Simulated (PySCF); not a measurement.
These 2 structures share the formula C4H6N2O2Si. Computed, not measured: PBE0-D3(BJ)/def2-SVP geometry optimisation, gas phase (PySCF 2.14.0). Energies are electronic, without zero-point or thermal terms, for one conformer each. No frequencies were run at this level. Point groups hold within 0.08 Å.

Question: Rank from lowest to highest electronic energy at this level (kcal/mol).
A. `[O:1]=[CH:2][O:3][c:4]1[cH:5][n:6][cH:7][n:8]1[SiH3:9]` with O1–C2–O3–C4 -4°, C2–O3–C4–C5 -166°
B. Si(NCO)2Me2 (`C[Si](C)(N=C=O)N=C=O`)

Answer: B (0.0), A (77.3).

```csv
SMILES,E (Eh),E rel (kcal/mol),dipole (D),point group,"A, B, C (MHz)"
C[Si](C)(N=C=O)N=C=O,-704.63636,0.0,3.36,near C2v,"1578, 838.4, 663.8"
O=COc1cncn1[SiH3],-704.51311,77.3,2.86,C1,"2117, 1459, 879.4"
```

Question: How do the relative energies change in single points at PBE0/pcSseg-1 (no added dispersion term) on the same geometries?

Answer: 
| SMILES | PBE0-D3(BJ)/def2-SVP (kcal/mol) | PBE0/pcSseg-1 (kcal/mol) | shift |
| --- | --- | --- | --- |
| C[Si](C)(N=C=O)N=C=O | 0.0 | 0.0 | 0.0 |
| O=COc1cncn1[SiH3] | 77.3 | 83.8 | +6.5 |

Each column counts from its own lowest isomer. The order is unchanged; the largest shift is 6.5 kcal/mol.
